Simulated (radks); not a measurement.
The nuclear charge of the fluorine ion F2+ is varied continuously with 7 electrons held in [He] 2s2 2p3. Calculated with a radial shooting solver on a logarithmic mesh with Libxc functionals: scalar-relativistic Kohn-Sham, SCAN, spin-polarised, spherical densities, finite nucleus; open shells are filled with parallel spins first; meta-GGA in the generalised Kohn-Sham scheme; Fermi nuclear charge, rms radius 2.8976 fm. By the Hellmann-Feynman theorem dE/dZ = E(electron-nucleus)/Z, the electronic potential at the nucleus (averaged over a nucleus of fixed radius). The scalar-relativistic energy here is not variational (the density holds large components alone), so the two differ by a part that grows with Z.

Z    E (hartree)  E(electron-nucleus)/Z (hartree)  HOMO  e(HOMO) (eV)  <r> HOMO (bohr)
8.4    -83.54669                         -22.9508    2p       -36.701           0.9848
8.7    -90.57965                         -23.9332    2p       -44.470           0.9268
8.9    -95.43204                         -24.5878    2p       -50.000           0.8919
9      -97.90743                         -24.9152    2p       -52.869           0.8755
9.3   -105.53004                         -25.8972    2p       -61.894           0.8299
9.4   -108.13624                         -26.2244    2p       -65.043           0.8157
9.5   -110.77533                         -26.5519    2p       -68.259           0.8021

 No converged solution with all levels bound was reached at Z = 8, 8.1, 8.2, 8.3, 8.5, 8.6, 8.8, 9.1, 9.2, 9.6, 9.7, 9.8, 9.9, 10.
